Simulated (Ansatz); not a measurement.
(1) Predict a relaxed structure of Pd₂O⁺ (the lowest doublet isomer of a short search), charge 1, doublet, at PBE-D4/def2-TZVP (Ansatz).

Results:

(1) 
Cartesian coordinates in Å:
```
Pd -0.891 1.195 -1.102
Pd 0.892 -1.195 1.101
O -0.001 0.000 0.000
```
Point group D∞h (tolerance 0.1 Å). This is one stationary point.

In the def2 sets Pd takes a core potential; there is no spin–orbit coupling. The charge 1 doublet is spin-contaminated (final ⟨S²⟩ up to 1.76, 0.75 for a pure state). At PBE-D4/def2-TZVP a quartet of charge 1 lies 0.22 eV below the doublet, each at its own geometry. The structure comes from a short search, and lower isomers may exist.
